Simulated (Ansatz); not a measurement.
`Cl[SiH2][SnH3]` + `O[SiH2]F` → `F[SiH2]O[SiH2]Cl` + `[SnH4]` at 298.15 K and 1 bar (cleavage of the Si–Sn bond).

Gas-phase electronic energies from Ansatz, PBE0-D4/def2-TZVP geometries. CCSD(T)/CBS is the MP2 limit (def2-TZVPP, def2-QZVPP) plus CCSD(T) − MP2 in def2-TZVPP, frozen cores. Elements past krypton have def2 core potentials. For Sn outer-core shells are correlated without core-valence functions, which leaves a few kJ/mol of doubt a bond. One conformer a species, not always the lowest.

| species | CCSD(T)/CBS energy (Eh) | H − E (kJ/mol) | S (J/(mol·K)) |
| --- | --- | --- | --- |
| `Cl[SiH2][SnH3]` | -965.91563 | 121.6 | 350.5 |
| `O[SiH2]F` | -465.96250 | 103.4 | 276.2 |
| `F[SiH2]O[SiH2]Cl` | -1215.52176 | 139.1 | 377.7 |
| `[SnH4]` | -216.39156 | 79.6 | 228.5 |

H − E and S are ideal-gas, rigid-rotor, harmonic terms from PBE0-D4/def2-TZVP, for one conformer and one mirror image of each species. 1 Eh = 2625.50 kJ/mol, R = 8.31446 J/(mol·K).

By hand: ΔE, ΔH, ΔS and ΔG.

ΔE = (-1215.52176) + (-216.39156) − (-965.91563) − (-465.96250) = -0.03519 Eh = -92.4 kJ/mol. Δ(H − E) = 139.1 + 79.6 − 121.6 − 103.4 = -6.3, so ΔH = -98.7 kJ/mol. ΔS = 377.7 + 228.5 − 350.5 − 276.2 = -20.5 J/(mol·K). ΔG = -98.7 − 298.15 × (-20.5)/1000 = -92.6 kJ/mol.

By hand: the equilibrium constant, and the temperature at which ΔG would vanish if ΔH and ΔS stayed fixed.

log₁₀ K = −ΔG/(RT ln 10) = 16.2. ΔG = 0 at ΔH/ΔS = 4815 K, far beyond where these terms or the molecules hold.

ΔH outweighs TΔS. A doubt of 5 kJ/mol in ΔE shifts log₁₀ K by 0.9 here. Other conformers and mirror images would add mixing entropy, several J/(mol·K) or more a flexible species. Modes under 60 cm⁻¹, often nearly free rotors, make the harmonic entropy too high. These are equilibria of isolated gas molecules and say nothing of rates. Largest T1 diagnostic: 0.013 (customary marks: 0.02 for closed shells, 0.045 for open ones).
